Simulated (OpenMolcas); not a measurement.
Mn3+ (d4) among equal point charges was computed by CASSCF with the d shell active (OpenMolcas, ANO-RCC-VDZP on the metal). Its lowest spin-free states, and all those of the highest spin:

| 2S+1 | Degeneracy | E (cm-1) |
| --- | --- | --- |
| 5 | 2 | 0.0 |
| 5 | 2 | 11685 |
| 5 | 1 | 14518 |
| 3 | 1 | 23803 |
| 3 | 1 | 23823 |
| 3 | 1 | 24068 |
| 3 | 2 | 24312 |
| 3 | 2 | 24478 |
| 3 | 2 | 25768 |
| 3 | 2 | 28044 |
| 3 | 1 | 28763 |
| 3 | 1 | 30653 |

Question: Is the site octahedral, tetrahedral or cube-like, axial, or of lower symmetry?

Answer: The states with 2S+1 = 5 have orbital degeneracies 2, 2, 1. There are pairs but no triples, so the site is axial: not cubic, but with a proper or improper axis of order three or more. The run had Mn3+ among 3 point charges of -2 e arranged as a planar triangle (D3h), 1.69 Å from the ion.

An orbital doublet at a regular site is open to a Jahn-Teller distortion, which this geometry leaves out. Without dynamic correlation the repulsion within the d shell is too large (B by tens of per cent), so at a given field states of lower spin stand too high. Point charges carry no covalency, so the field is a model and not that of real ligands. No measured value stands beside these numbers.
